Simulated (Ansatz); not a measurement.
Cost and result for the atomization energy of CH5ClO2Sn, SMILES `C[O][SnH]([OH])[Cl]` (10 atoms, 9 bonds).

```xyz
10

C     1.535    0.214    0.807
O     0.609   -0.642    0.173
Sn   -0.878    0.036   -0.881
O    -2.175   -1.404   -0.873
Cl   -1.699    1.863    0.300
H     2.194    0.713    0.086
H     1.044    0.981    1.417
H     2.156   -0.399    1.464
H    -0.533    0.468   -2.480
H    -2.253   -1.828   -0.014
```

The species carries charge 0 and has multiplicity 1. Correlated methods include outer-core shells of Sn, which these sets cover unevenly. Sn: def2 effective core potential. The structure was optimised at the PBE0-D4/def2-TZVP level. It is one conformer, not always the lowest. Program: Ansatz. Hardware: A = 2 threads of an AMD EPYC 7R13 on a shared host; B = 2 threads of an AMD EPYC 7R13 on a shared host and a share of an NVIDIA H100 80 GB. Times are those of one run each, without the atoms' runs, and a repeat can differ threefold. Electronic energies, without spin–orbit coupling; frozen cores. CCSD(T)/CBS adds CCSD(T) − MP2 in def2-TZVPP to the MP2 limit, and its time is that of the two runs behind it. T1 = 0.013. With those shells the extrapolation isn't a true limit. B3LYP takes the VWN-RPA correlation (the form of Gaussian; ORCA's B3LYP/G).

CCSD(T)/CBS is a level of theory with its own doubt, some kJ/mol a heavy atom from the limit and from the frozen cores, so smaller differences don't rank the functionals.

```json
{"level": "PBE-D4/def2-TZVPP (with forces) [A]", "functions": "255", "wall time": "5.5 s"}
{"level": "MP2/def2-QZVPP [B]", "functions": "473", "wall time": "6 s"}
{"level": "PBE0-D4/def2-TZVPP [A]", "functions": "255", "wall time": "7.5 s"}
{"level": "CCSD(T)/def2-TZVPP [B]", "functions": "255", "wall time": "9 s"}
{"level": "r2SCAN-D4/def2-TZVPP (with forces) [A]", "functions": "255", "wall time": "9.6 s"}
{"level": "B3LYP-D4/def2-TZVPP (with forces) [A]", "functions": "255", "wall time": "11 s"}
{"level": "B2PLYP/def2-TZVPP [A]", "functions": "255", "wall time": "13 s"}
{"level": "ωB97X-V/def2-TZVPP [A]", "functions": "255", "wall time": "14 s"}
{"level": "CCSD(T)/CBS(def2)", "functions": "–", "wall time": "15 s"}
{"level": "ωB97M-V/def2-TZVPP (with forces) [A]", "functions": "255", "wall time": "21 s"}
```

(1) What atomization energy does each give, and how far from CCSD(T)/CBS? (Estimate.)

## Answers

(1) Computed: 
```json
{"level": "PBE-D4/def2-TZVPP (with forces) [A]", "atomization (kcal/mol)": "817.9", "difference from CCSD(T)/CBS": "6.0", "per bond": "0.7"}
{"level": "MP2/def2-QZVPP [B]", "atomization (kcal/mol)": "816.0", "difference from CCSD(T)/CBS": "4.1", "per bond": "0.4"}
{"level": "PBE0-D4/def2-TZVPP [A]", "atomization (kcal/mol)": "796.8", "difference from CCSD(T)/CBS": "-15.1", "per bond": "-1.7"}
{"level": "CCSD(T)/def2-TZVPP [B]", "atomization (kcal/mol)": "783.6", "difference from CCSD(T)/CBS": "-28.3", "per bond": "-3.1"}
{"level": "r2SCAN-D4/def2-TZVPP (with forces) [A]", "atomization (kcal/mol)": "804.9", "difference from CCSD(T)/CBS": "-7.0", "per bond": "-0.8"}
{"level": "B3LYP-D4/def2-TZVPP (with forces) [A]", "atomization (kcal/mol)": "797.4", "difference from CCSD(T)/CBS": "-14.5", "per bond": "-1.6"}
{"level": "B2PLYP/def2-TZVPP [A]", "atomization (kcal/mol)": "791.1", "difference from CCSD(T)/CBS": "-20.8", "per bond": "-2.3"}
{"level": "ωB97X-V/def2-TZVPP [A]", "atomization (kcal/mol)": "807.6", "difference from CCSD(T)/CBS": "-4.3", "per bond": "-0.5"}
{"level": "CCSD(T)/CBS(def2)", "atomization (kcal/mol)": "811.9", "difference from CCSD(T)/CBS": "0.0", "per bond": "0.0"}
{"level": "ωB97M-V/def2-TZVPP (with forces) [A]", "atomization (kcal/mol)": "804.3", "difference from CCSD(T)/CBS": "-7.6", "per bond": "-0.8"}
```

In def2-TZVPP, CCSD(T) changes the Hartree–Fock value by +232.6 kcal/mol (the triples alone add +15.2 kcal/mol) and MP2 by +247.8 kcal/mol; breaking electron pairs costs correlation energy, which Hartree–Fock lacks. From PBE to PBE0 (25 % exact exchange), in def2-TZVPP and without D4, the atomization energy moves by −20.4 kcal/mol: exact exchange takes away binding that semilocal exchange gives to molecules. The D4 term adds +8.5 kcal/mol with B3LYP and +4.5 kcal/mol with PBE0; it sums over pairs of atoms, weighted by their polarisabilities, and B3LYP, whose exchange is more repulsive, gets the larger term.

Spin–orbit coupling would lower the free Sn atoms strongly, and the atomization energy with them, by more than many differences here. For some Ge, Se and Sn compounds the MP2-based and the directly extrapolated limit differ by 10 to 25 kJ/mol.
